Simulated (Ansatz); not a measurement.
Reaction (redistribution): `[F][Ti]([F])([F])[Cl]` + `C#CC[TeH]` → `C#[C][Ti]([F])([F])[Cl]` + `FC[TeH]`

Computed with Ansatz on PBE0-D4/def2-TZVP structures; ΔE is electronic, products minus reactants. CBS: MP2 limit from def2 TZ/QZ plus the TZ coupled-cluster correction, frozen cores. Functionals use def2-TZVPP. def2 core potentials past Kr. For Te, Ti outer-core shells are correlated without core-valence functions, which leaves a few kJ/mol of doubt a bond. Scalar relativity is left out up to krypton.

`[F][Ti]([F])([F])[Cl]`:

Z-matrix (Å, degrees):
```
Ti
F 1 1.736
F 1 1.736 2 109.2
Cl 1 2.175 2 109.7 3 120.3
F 1 1.736 2 109.2 3 -119.4
```

`C#CC[TeH]`:

```xyz
8

C     1.682   -0.402   -1.299
C     0.632   -0.221   -0.745
C    -0.605    0.005   -0.048
Te   -0.160    0.547    2.008
H     2.605   -0.566   -1.802
H    -1.168    0.827   -0.489
H    -1.220   -0.893   -0.024
H    -1.766    0.703    2.399
```

`C#[C][Ti]([F])([F])[Cl]`:

Cartesian coordinates in Å:
```
C -1.231 0.289 1.688
C -0.541 0.120 0.703
Ti 0.571 -0.164 -0.935
F 0.141 1.044 -2.105
F 0.240 -1.752 -1.554
Cl 2.656 0.025 -0.351
H -1.837 0.438 2.554
```

`FC[TeH]`:

```xyz
6

F    -0.330    1.370    0.794
C     0.378    0.464    0.050
Te   -0.877   -0.849   -1.090
H     0.996   -0.140    0.713
H     0.999    0.999   -0.670
H    -1.165   -1.844    0.204
```

CCSD(T)/CBS gives +2.19 eV.

Q: Another level gave +2.29 eV. Which?
A. BLYP/def2-TZVPP
B. LC-ωPBE/def2-TZVPP
C. BHLYP/def2-TZVPP
D. CAM-B3LYP-D4/def2-TZVPP

A: D. CAM-B3LYP-D4 2.29, LC-ωPBE 2.42, BHLYP 2.24, BLYP 2.17 eV.

Largest T1 diagnostic among the species: 0.024, so the coupled-cluster value is less sure than usual.

At CCSD(T), def2-SVP lies +0.06 eV from the extrapolated value and def2-TZVPP +0.00 eV. From BLYP to BHLYP (50 % exact exchange), in def2-TZVPP and without D4, ΔE moves by +0.07 eV. Leaving LDA and LC-ωPBE aside and taking each functional with its dispersion term where it has one, the values, not all of them listed here, spread over 0.11 eV, from BLYP-D4 to PBE-QIDH. LDA lies +0.09 eV from PBE without D4.
